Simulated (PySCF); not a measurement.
## Spin-orbit coupling and the second ionisation energy along the 3d series

Two-component X2C-1e calculated with PySCF 2.14: MP2 on generalised Hartree-Fock spinors (GMP2), with spin-orbit coupling off and on (screened by Boettger's factors); no Breit or QED terms. Values in eV; the references (NIST) lie between the lowest levels. Elements whose determinants are no pure J levels are left out.

```tsv
element	configurations	spin-free	with spin-orbit	shift	reference
Mn (x2c-QZVPPall-2c, [Ne] frozen)	[Ar] 3d5 4s1 → [Ar] 3d5	15.652	15.652	0.000	15.640
Fe (x2c-QZVPPall-2c, [Ne] frozen)	[Ar] 3d6 4s1 → [Ar] 3d6	16.199	16.199	-0.001	16.199
Co (x2c-QZVPPall-2c, [Ne] frozen)	[Ar] 3d8 → [Ar] 3d7	17.623	17.611	-0.013	17.084
Ni (x2c-QZVPPall-2c, [Ne] frozen)	[Ar] 3d9 → [Ar] 3d8	19.022	18.969	-0.053	18.169
Cu (x2c-QZVPPall-2c, [Ne] frozen)	[Ar] 3d10 → [Ar] 3d9	21.456	21.346	-0.110	20.292
Zn (x2c-QZVPPall-2c, [Ne] frozen)	[Ar] 3d10 4s1 → [Ar] 3d10	17.995	17.995	0.000	17.964
```

The largest shift is at Cu, -0.110 eV, where spin-orbit coupling lowers the species with fewer electrons by more than the one with more (starting occupations closed and 3d3/2^4 3d5/2^5).

What remains against the references is mostly the basis and correlation beyond MP2.
